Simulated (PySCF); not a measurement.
## Basis-set dependence of excited states

Species: C2H5BrOSi.
Atom-mapped SMILES: `[CH2:1]=[CH:2][O:3][SiH2:4][Br:5]` (hydrogens: H6, H7 on C1; H8 on C2; H9, H10 on Si4)

Geometry (PBE0-D3(BJ)/def2-SVP, Å), atoms numbered from 1 in this order:
```xyz
10
C2H5BrOSi angstrom
C     -1.0880    0.6429    0.4945
C     -0.4857    0.4603   -0.6813
O      0.8101    0.1231   -0.8836
Si     1.9301   -0.4357    0.2149
Br     2.5629    1.1582    1.6271
H     -0.5626    0.5578    1.4493
H     -2.1454    0.9093    0.5154
H     -1.0193    0.5799   -1.6300
H      1.3473   -1.5428    1.0179
H      3.1052   -0.8351   -0.5910
```

TDDFT with PBE0 (PySCF), vertical singlets, core orbitals frozen in the response, spherical d and f functions. Geometry: PBE0-D3(BJ)/def2-SVP, one conformer, isolated molecule. The PBE0/6-31G* calculation is non-relativistic and has no spin–orbit coupling, an omission that weighs most on bromine.

```csv
basis,functions,diffuse,S1 (eV),S2 (eV),S3 (eV),S4 (eV),S5 (eV),LUMO (eV),α (au)
6-31G*,102,no,6.10,6.32,7.11,7.29,7.54,0.08,58.0
def2-SVP,117,no,6.43,6.62,7.22,7.39,7.45,0.16,60.0
def2-SVPD,168,yes,6.06,6.28,6.80,6.91,7.10,-0.27,74.9
aug-cc-pVDZ,177,yes,5.87,6.08,6.30,6.64,6.81,-0.39,75.8
def2-TZVP,208,no,6.18,6.29,7.06,7.14,7.25,-0.09,70.1
def2-TZVPD,259,yes,5.98,6.14,6.50,6.90,6.93,-0.31,75.9
```

Q: How much do these states and the polarisability depend on the basis?

A: States are compared by their number. Against the largest diffuse basis here (def2-TZVPD, itself not a converged limit), sets without diffuse functions differ by up to 0.45 eV in S1 and 0.61 eV in S5; the smaller diffuse sets differ by up to 0.11 and 0.18 eV. State by state, the largest deviation of a set without diffuse functions is S1 0.45, S2 0.48, S3 0.72, S4 0.49, S5 0.61 eV. The same number needn't mean the same state in each row. Against def2-TZVPD the polarisability deviates by -24% in 6-31G*, -21% in def2-SVP, -1% in def2-SVPD, 0% in aug-cc-pVDZ, -8% in def2-TZVP.
